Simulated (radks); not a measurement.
The lutetium ion Lu+, configuration [Xe] 4f14 6s(up 1, down 1). All-electron calculation, scalar-relativistic Kohn-Sham, PBE, spin-polarised, spherical densities, point nucleus. Program: a radial shooting solver on a logarithmic mesh with Libxc functionals.

Normalised radial functions P(r) = r R(r), r in bohr:

```
   r/bohr * 5s (the largest magnitude, 1.09, reaches the edge; | marks zero)
 0.001515                             | *
 0.001763                             | *
 0.002053                             | *
  0.00239                             |  *
 0.002782                             |  *
 0.003239                             |  *
 0.003801                             |  *
 0.004425                             |   *
 0.005151                             |   *
 0.005997                             |   *
 0.006981                             |   *
 0.008127                             |   *
 0.009461                             |   *
  0.01101                             |   *
  0.01282                             |   *
  0.01493                             |  *
  0.01738                             | *
  0.02023                             |*
  0.02355                             *
  0.02742                           * |
  0.03192                          *  |
  0.03716                        *    |
  0.04326                       *     |
  0.05036                      *      |
  0.05863                      *      |
  0.06825                        *    |
  0.07945                          *  |
  0.09324                             *
   0.1085                             |   *
   0.1264                             |      *
   0.1471                             |         *
   0.1713                             |        *
   0.1994                             |      *
   0.2321                             |*
   0.2702                        *    |
   0.3146                  *          |
   0.3662               *             |
   0.4263                *            |
   0.4963                     *       |
   0.5778                             |*
   0.6726                             |          *
    0.783                             |                   *
   0.9116                             |                        *
    1.061                             |                          *
    1.235                             |                        *
    1.438                             |                   *
    1.674                             |              *
    1.949                             |        *
    2.287                             |    *
    2.663                             |  *
      3.1                             |*
    3.609                             *
    4.201                             *
    4.891                             *
    5.694                             *
    6.629                             *
    7.717                             *
    8.984                             *
    10.46                             *
```

5s: eigenvalue -69.971 eV, 4 radial nodes at r = 0.0231, 0.0921, 0.240, 0.566 bohr, <r> = 1.17 bohr, 90 % of the charge inside 1.69 bohr.
